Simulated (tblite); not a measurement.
C9H7ClFS (charge -1).
Structure used (GFN2-xTB), in Å, numbered top down from 1:
```
atom  x, y, z in Å
C1     2.3324   -0.4078   -1.0163
C2     2.4008   -0.1471    0.2732
F3     3.6280   -0.1307    0.8790
C4     1.2902    0.1352    1.2342
C5    -0.0623    0.1050    0.5836
C6    -0.8482   -1.0498    0.6038
C7    -2.0760   -1.1034   -0.0049
C8    -2.6060    0.0108   -0.6876
S9    -4.1177   -0.0427   -1.4483
C10   -1.8153    1.1802   -0.7108
C11   -0.5923    1.2010   -0.0941
Cl12   0.3478    2.6787   -0.1669
H13    3.2157   -0.5961   -1.6010
H14    1.3812   -0.4307   -1.5124
H15    1.4790    1.1157    1.6860
H16    1.3367   -0.6103    2.0361
H17   -0.4662   -1.9228    1.1209
H18   -2.6653   -2.0094    0.0279
H19   -2.1919    2.0520   -1.2247
```

All values are computed: GFN2-xTB (tblite) harmonic vibrations without scaling, gas phase. Against measured fundamentals such values can be off by several per cent, at times by over 20. One conformer, not necessarily the lowest.

Harmonic wavenumbers (cm⁻¹): 27.4, 42.5, 53.3, 138.7, 160.1, 188.8, 251.5, 283.3, 314.5, 370.6, 396.2, 419.5, 431.1, 438.3, 468.1, 530.9, 628.8, 646.4, 722.6, 746.8, 794.0, 849.0, 852.0, 864.7, 881.4, 900.9, 927.6, 931.5, 1015.6, 1126.6, 1136.5, 1157.7, 1164.9, 1239.6, 1251.1, 1303.6, 1318.0, 1371.2, 1418.6, 1443.2, 1446.9, 1492.8, 1597.3, 1736.6, 2920.6, 2939.6, 3021.4, 3070.5, 3089.5, 3122.7, 3171.9.

A = 1376, B = 394.3, C = 336.3 MHz; mass 200.994 u (most abundant isotopes); point group C1, symmetry number 1.

**Question.** What is the zero-point energy?

**Answer.** Half the sum of the wavenumbers: 28408 cm⁻¹ = 81.22 kcal/mol.

**Question.** Give the ideal-gas entropy at 400 K and 1 bar in the rigid-rotor, harmonic-oscillator model (classical rotation).

**Answer.** Translation 43.29, rotation 32.72, vibration 49.40: S = 125.4 cal/(mol K).

**Question.** And Cp and H(400 K) − H(0)?

**Answer.** Cp = 55.47 cal/(mol K), of which vibrations give 47.52 (their classical limit is 51 R = 101.3); H(400 K) − H(0) = 13.05 kcal/mol without the zero-point energy, 9.87 from vibrations.

**Question.** What must be added to the electronic energy to get the Gibbs energy at 400 K and 1 bar?

**Answer.** ZPE + [H(400 K) − H(0)] − T·S = 81.22 + 13.05 − 50.16 = 44.11 kcal/mol.

**Question.** How do the functions run with temperature in this model?

**Answer.** 
```tsv
T (K)	S (cal/(mol K))	Cp (cal/(mol K))	H − H(0) (kcal/mol)	G − H(0) (kcal/mol)	ln q(vib)
100	77.3	20.5	1.45	-6.28	2.92
200	95.4	32.9	4.12	-14.95	6.14
300	111.0	44.9	8.02	-25.28	9.31
500	138.7	64.1	19.05	-50.33	15.51
800	172.9	80.8	41.06	-97.28	24.17
1000	191.7	87.5	57.94	-133.79	29.41
```

q(vib) and H(0) count from the zero-point level.

**Question.** Which modes carry the vibrational entropy at 400 K?

**Answer.** 27.4 cm⁻¹: 6.59; 42.5 cm⁻¹: 5.72; 53.3 cm⁻¹: 5.27; 138.7 cm⁻¹: 3.39; 160.1 cm⁻¹: 3.11; 188.8 cm⁻¹: 2.79 cal/(mol K); the other 45 give 22.52 together.

**Question.** Blend soft modes into free rotors: weight 1/[1 + (100 cm⁻¹/ν̃)⁴] for the oscillator and the rest for a rotor with moment μB/(μ + B), μ = h/(8π²ν), B = 10⁻⁴⁴ kg m². What vibrational entropy results?

**Answer.** 44.01 cal/(mol K) in place of 49.40, which changes −T·S at 400 K by +2.16 kcal/mol.

Hindered rotation and anharmonicity are outside this model. Other conformers, if any are populated, would add a mixing term that is left out. The structure is chiral; the term R ln 2 for an equal mix with its mirror image is left out.
